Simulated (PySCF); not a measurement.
**Which determinant of SrPb⁺ lies lowest?**

Unrestricted PBE0; PySCF, scalar-relativistic core potentials, basis sets Sr def2-SVPD with ECP28, Pb def2-SVPD with ECP60. Outer shells of the fragments: Sr+ 5s1; Pb 5d10 6s2 6p2.

Followed along the bond (rough minima from three points):

```json
{"2Ms+1": "2", "unpaired": "π ↑", "⟨S²⟩ at the start": "0.77", "R at minimum (Å)": "3.45", "Te (eV)": "0.00"}
{"2Ms+1": "4", "unpaired": "σ ↑, π ↑↑", "⟨S²⟩ at the start": "3.75", "R at minimum (Å)": "3.11", "Te (eV)": "0.05"}
{"2Ms+1": "2", "unpaired": "σ ↑, π ↑↓", "⟨S²⟩ at the start": "1.75", "R at minimum (Å)": "3.14", "Te (eV)": "0.56"}
{"2Ms+1": "2", "unpaired": "σ ↓, π ↑↑", "⟨S²⟩ at the start": "1.76", "R at minimum (Å)": "3.16", "Te (eV)": "0.61"}
{"2Ms+1": "4", "unpaired": "σ ↑↑, π ↑", "⟨S²⟩ at the start": "3.75", "R at minimum (Å)": "3.90", "Te (eV)": "0.80"}
```

Solutions found at the starting distance of 3.205 Å, counted from the lowest of them; the search is not exhaustive and high or unbound solutions are not listed, so other states can lie among these:

| 2Ms+1 | unpaired | term | E (eV) | ⟨S²⟩ | ⟨Lz²⟩ | μ (D) |
| --- | --- | --- | --- | --- | --- | --- |
| 4 | σ ↑, π ↑↑ | ⁴Σ⁻ | 0.00 | 3.75 | 0.00 | -12.04 |
| 2 | π ↑ | ²Π | 0.01 | 0.77 | 1.01 | -9.76 |
| 2 | σ ↑, π ↑↓ | mixed | 0.50 | 1.75 | 2.01 | -11.78 |
| 2 | σ ↓, π ↑↑ | mixed | 0.54 | 1.76 | 0.00 | -11.57 |
| 4 | σ ↑↑, π ↑ | ⁴Π | 1.00 | 3.75 | 1.01 | -5.64 |
| 2 | σ ↑ | mixed | 1.07 | 0.76 | 2.00 | -11.55 |

A term symbol is given only where ⟨S²⟩ and ⟨Lz²⟩ are close to those of a pure state; real π, δ and φ orbitals otherwise mix terms. A positive dipole points towards Pb; it is taken about the centre of mass and depends on that origin.

Problem. Compare the gap between the two lowest followed solutions at the starting distance with the gap between their minima.

Solution. At PBE0 the second solution (quartet, unpaired electrons σ ↑, π ↑↑) lies -0.01 eV from the first (doublet, unpaired electrons π ↑) at 3.205 Å and +0.05 eV at the minima; the two curves relax by different amounts, since their minima lie near 3.11 and 3.45 Å.

These are scalar-relativistic numbers at best; spin–orbit coupling would shift them, the dissociation energy most. Counting both spins, an empty level lies below a filled one in some of these solutions, because spin and occupation are held.
